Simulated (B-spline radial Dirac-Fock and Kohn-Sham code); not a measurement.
## W⁴⁺ in Watson spheres of different radius

Model: multi-electron Dirac-Fock with separately optimised hole states, Breit and Lamb-shift corrections added in first order. Program: a radial B-spline solver. The ion, [Xe] 4f14 5d2, sits in a hollow sphere of charge Q = -4, a simple model of the Madelung potential. Inside the sphere an electron's potential energy is raised by the constant 14.40·|Q|/R eV, so binding energies fall by about that much as long as the orbitals stay inside.

```
radius (Å)  14.40 |Q|/R (eV)  1s (eV)  2s (eV)  2p1/2 (eV)  2p3/2 (eV)  3s (eV)  3p1/2 (eV)  3p3/2 (eV)  3d3/2 (eV)  3d5/2 (eV)  4s (eV)  4p1/2 (eV)  4p3/2 (eV)  4d3/2 (eV)  4d5/2 (eV)  4f5/2 (eV)  4f7/2 (eV)  5s (eV)  5p1/2 (eV)  5p3/2 (eV)  5d (eV)
       1.6             36.00  69539.9  12126.0     11562.5     10225.0   2845.0      2596.3      2303.5      1890.2      1827.8    620.4       516.8       449.0       278.7       266.3       51.67       49.54    99.01       65.03       54.70    13.29
       2.7             21.33  69554.3  12140.5     11576.9     10239.4   2859.4      2610.8      2318.0      1904.7      1842.3    634.8       531.3       463.5       293.2       280.7       66.14       64.01    113.5       79.52       69.20    27.73
```

From the smallest to the largest radius 1s moves by +14.5 eV, while the constant potential alone would give +14.7 eV; the difference comes from charge outside the sphere and its screening.

Values without a named source are computed, but for edge energies of neutral atoms, which are taken from tables.
